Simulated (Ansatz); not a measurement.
C5H15Si2 (SMILES C[Si](C)[Si](C)(C)C), doublet, geometry from GFN2-xTB; B3LYP/STO-3G (Ansatz, an electronic-structure program).

Ansatz was given this input:
Ansatz 0.2 input:
```yaml
crystal:
  periodic: [false, false, false]
  atoms:
    - {symbol: C, position_ang: [2.17446562, -1.12878097, 1.19435852]}
    - {symbol: Si, position_ang: [1.29762067, 0.34614813, 0.33938496]}
    - {symbol: C, position_ang: [2.32409758, 0.70124872, -1.24033135]}
    - {symbol: Si, position_ang: [-0.96432819, 0.02672987, -0.03935888]}
    - {symbol: C, position_ang: [-1.49035723, -1.42290633, -1.19033081]}
    - {symbol: C, position_ang: [-1.82797218, -0.26401376, 1.64094312]}
    - {symbol: C, position_ang: [-1.68500417, 1.62379841, -0.80344824]}
    - {symbol: H, position_ang: [1.65494284, -1.42099595, 2.10192749]}
    - {symbol: H, position_ang: [2.20108923, -1.99541943, 0.53639155]}
    - {symbol: H, position_ang: [3.19993055, -0.89293156, 1.46408418]}
    - {symbol: H, position_ang: [2.34762321, -0.17234055, -1.88916882]}
    - {symbol: H, position_ang: [1.89719080, 1.52168682, -1.80920501]}
    - {symbol: H, position_ang: [3.35261542, 0.96239990, -1.00817967]}
    - {symbol: H, position_ang: [-1.14184821, -2.37496139, -0.79866689]}
    - {symbol: H, position_ang: [-2.56974638, -1.49162789, -1.30457322]}
    - {symbol: H, position_ang: [-1.06354737, -1.30378371, -2.18274599]}
    - {symbol: H, position_ang: [-1.62496332, 0.54771622, 2.33208231]}
    - {symbol: H, position_ang: [-1.48593050, -1.18303910, 2.10650811]}
    - {symbol: H, position_ang: [-2.90573206, -0.33691061, 1.52875878]}
    - {symbol: H, position_ang: [-1.25315630, 1.82398386, -1.77900752]}
    - {symbol: H, position_ang: [-2.76124254, 1.55470751, -0.93134361]}
    - {symbol: H, position_ang: [-1.48469794, 2.48514726, -0.17437394]}
basis:
  gaussian:
    orbitals: STO-3G
hamiltonian:
  xc: b3lyp
magnetization: {spin_polarized: true, initial_magnetization: 1}
accuracy: high
```

Question: Write the output that Ansatz gives for this input, abridged.

Answer: 
```
Functional definition: B3LYP
1363 factors; integrals over basis functions are off by at most 2.9e-9 eV
mean field evaluation 1: about -20938.8284 eV, gradient 1.4e1 eV
mean field evaluation 2: about -20939.1583 eV, gradient 1.3e1 eV
mean field evaluation 4: about -20940.1718 eV, gradient 2.7e-1 eV
mean field evaluation 8: about -20940.0333 eV, gradient 7.4e-3 eV
mean field evaluation 16: about -20940.0333 eV, gradient 2.4e-6 eV
mean field -20940.03328005 eV, -769.5320293774 hartree, gradient 1.8e-8 eV, S^2 0.750732; 0 other end points of the search recorded, 0 dependent functions left out
reference -20940.03333105 eV, -769.5320312517 hartree; 37, 36 occupied and 21, 22 virtual orbitals, 1363 factors
Total energy: -20940.03333105 eV, -769.5320312517 hartree
```
